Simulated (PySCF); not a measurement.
**Fractional electron number in P⁺ (phosphorus, charge +1)**

The 3p alpha orbital of [Ne] 3s2 3p2 is emptied in steps (occupation f), with all orbitals relaxed, ending at [Ne] 3s2 3p1. All numbers are calculated (PySCF 2.14, the non-relativistic Hamiltonian (point nucleus), in def2-SVP). The exact energy is a straight line in f; departures are measured from the line between the end points of the same method.

```json
{"f": "1", "UHF (eV)": "0.000", "LDA (eV)": "0.000", "PBE (eV)": "0.000", "PBE0 (eV)": "0.000", "r2SCAN (eV)": "0.000", "LC-wPBE (eV)": "0.000", "BHandHLYP (eV)": "0.000", "wB97X (eV)": "0.000", "TPSS (eV)": "0.000", "BLYP (eV)": "0.000"}
{"f": "0.8", "UHF (eV)": "0.082", "LDA (eV)": "-0.784", "PBE (eV)": "-0.766", "PBE0 (eV)": "-0.556", "r2SCAN (eV)": "-0.713", "LC-wPBE (eV)": "-0.109", "BHandHLYP (eV)": "-0.356", "wB97X (eV)": "-0.159", "TPSS (eV)": "-0.738", "BLYP (eV)": "-0.775"}
{"f": "0.6", "UHF (eV)": "0.122", "LDA (eV)": "-1.178", "PBE (eV)": "-1.148", "PBE0 (eV)": "-0.831", "r2SCAN (eV)": "-1.061", "LC-wPBE (eV)": "-0.160", "BHandHLYP (eV)": "-0.532", "wB97X (eV)": "-0.232", "TPSS (eV)": "-1.105", "BLYP (eV)": "-1.162"}
{"f": "0.4", "UHF (eV)": "0.120", "LDA (eV)": "-1.179", "PBE (eV)": "-1.145", "PBE0 (eV)": "-0.826", "r2SCAN (eV)": "-1.049", "LC-wPBE (eV)": "-0.154", "BHandHLYP (eV)": "-0.530", "wB97X (eV)": "-0.225", "TPSS (eV)": "-1.101", "BLYP (eV)": "-1.160"}
{"f": "0.2", "UHF (eV)": "0.079", "LDA (eV)": "-0.786", "PBE (eV)": "-0.759", "PBE0 (eV)": "-0.546", "r2SCAN (eV)": "-0.686", "LC-wPBE (eV)": "-0.098", "BHandHLYP (eV)": "-0.351", "wB97X (eV)": "-0.145", "TPSS (eV)": "-0.729", "BLYP (eV)": "-0.770"}
{"f": "0", "UHF (eV)": "0.000", "LDA (eV)": "0.000", "PBE (eV)": "0.000", "PBE0 (eV)": "0.000", "r2SCAN (eV)": "0.000", "LC-wPBE (eV)": "0.000", "BHandHLYP (eV)": "0.000", "wB97X (eV)": "0.000", "TPSS (eV)": "0.000", "BLYP (eV)": "0.000"}
```

```csv
method,E(f=0) − E(f=1) (eV),−ε at f=1 (eV),−ε at f=0.4 (eV)
UHF,19.190,19.710,19.082
LDA,19.845,14.960,20.824
PBE,19.807,15.018,20.784
PBE0,19.840,16.360,20.555
r2SCAN,19.971,15.485,20.922
LC-wPBE,19.960,19.265,20.120
BHandHLYP,19.650,17.423,20.104
wB97X,19.698,18.691,19.926
TPSS,19.846,15.230,20.791
BLYP,19.589,14.746,20.573
```

Orbital energy along the path (eV):

```tsv
f	UHF	LDA	PBE	PBE0	r2SCAN	LC-wPBE	BHandHLYP	wB97X	TPSS	BLYP
1	-19.710	-14.960	-15.018	-16.360	-15.485	-19.265	-17.423	-18.691	-15.230	-14.746
0.8	-19.493	-16.898	-16.934	-17.764	-17.320	-19.563	-18.321	-19.118	-17.083	-16.681
0.6	-19.284	-18.854	-18.861	-19.165	-19.138	-19.851	-19.216	-19.538	-18.940	-18.628
0.4	-19.082	-20.824	-20.784	-20.555	-20.922	-20.120	-20.104	-19.926	-20.791	-20.573
0.2	-18.888	-22.795	-22.681	-21.916	-22.627	-20.355	-20.978	-20.263	-22.611	-22.499
0	-18.701	-24.746	-24.504	-23.212	-24.137	-20.529	-21.829	-20.586	-24.345	-24.367
```

Reference removal energy between the ground levels: 19.769 eV (semi-empirical (NIST evaluation); NIST Atomic Spectra Database, ionization energies). The calculation has no spin-orbit coupling. UHF lacks correlation.
